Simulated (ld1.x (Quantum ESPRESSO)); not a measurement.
**silicon (Si): excitation energies, all-electron against PAW**

silicon (Si), PAW, made with ld1.x (Quantum ESPRESSO) 7.5 (PBE, scalar-relativistic). Core [Ne], reference 3s1.5 3p2.5. Waves: 3s (bound): rcut 1.35, rcutus 1.80 bohr; 3s channel at 0.05 Ry: rcut 1.35, rcutus 1.80 bohr; 3p (bound): rcut 2.00, rcutus 2.35 bohr; 3p channel at 0.05 Ry: rcut 2.00, rcutus 2.35 bohr. Local part: all-electron potential smoothed inside 2.10 bohr (lloc = -1). Core correction: a·sin(br)/r model core inside 1.25 bohr. Augmentation charge: PSQ, radius 1.45 bohr.

Energies are relative to the spin-unpolarised reference configuration 3s1.5 3p2.5; without spin polarisation the order of configurations can differ from experiment.

Question: Give the all-electron excitation energy and the error of the potential for: 3s2 3p2; 3s2 3p1; 3s2 3p0; 3s1 3p3; 3s2 3p1.5; 3s1 3p0; 3s0 3p4.

Answer:

| valence configuration | charge | ΔE all-electron (eV) | error AE − PS (meV) |
| --- | --- | --- | --- |
| 3s2 3p2 | 0 | -3.387 | 0.0 |
| 3s2 3p1 | +1 | 4.353 | -0.5 |
| 3s2 3p0 | +2 | 20.346 | -7.6 |
| 3s1 3p3 | 0 | 3.427 | -0.2 |
| 3s2 3p1.5 | +0.5 | -0.466 | -0.1 |
| 3s1 3p0 | +3 | 54.317 | -51 |
| 3s0 3p4 | 0 | 10.391 | -0.8 |

Levels in the configuration 3s2 3p1:

```tsv
level	all-electron (eV)	pseudo (eV)
3s	-19.034	-19.036
3p	-11.656	-11.657
```
